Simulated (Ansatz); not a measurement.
`O=C=[N][AlH][Cl]` + NH₃ → `[NH2][AlH][Cl]` + `N=C=O` at 600 K and 1 bar (ligand exchange at the Al–N bond).

Gas-phase electronic energies from Ansatz, PBE0-D4/def2-TZVP geometries. CCSD(T)/CBS adds triple-zeta CCSD(T) − MP2 to the extrapolated MP2 energy (def2 sets, frozen cores). This one scheme is used for every species. One conformer a species, not always the lowest.

```
           species  CCSD(T)/CBS energy (Eh)  H − E (kJ/mol)  S (J/(mol·K))
`O=C=[N][AlH][Cl]`               -870.43852           106.2          407.9
               NH₃                -56.50880           112.4          219.5
  `[NH2][AlH][Cl]`               -758.40905           131.1          353.8
           `N=C=O`               -168.51995            83.3          274.5
```

H − E and S are ideal-gas, rigid-rotor, harmonic terms from PBE0-D4/def2-TZVP, for one conformer and one mirror image of each species. 1 Eh = 2625.50 kJ/mol, R = 8.31446 J/(mol·K).

Task: By hand: ΔE, ΔH, ΔS and ΔG.

Result: ΔE = (-758.40905) + (-168.51995) − (-870.43852) − (-56.50880) = 0.01832 Eh = 48.1 kJ/mol. Δ(H − E) = 131.1 + 83.3 − 106.2 − 112.4 = -4.2, so ΔH = 43.9 kJ/mol. ΔS = 353.8 + 274.5 − 407.9 − 219.5 = 0.9 J/(mol·K). ΔG = 43.9 − 600 × (0.9)/1000 = 43.4 kJ/mol.

Task: By hand: the equilibrium constant, and the temperature at which ΔG would vanish if ΔH and ΔS stayed fixed.

Result: log₁₀ K = −ΔG/(RT ln 10) = -3.8. ΔG = 0 at ΔH/ΔS = 48778 K, far beyond where these terms or the molecules hold.

The number of gas molecules stays the same, so ΔS is small and ΔH decides. A doubt of 5 kJ/mol in ΔE shifts log₁₀ K by 0.4 here. Other conformers and mirror images would add mixing entropy, several J/(mol·K) or more a flexible species. Modes under 60 cm⁻¹, often nearly free rotors, make the harmonic entropy too high. These are equilibria of isolated gas molecules and say nothing of rates. Largest T1 diagnostic: 0.018 (customary marks: 0.02 for closed shells, 0.045 for open ones).
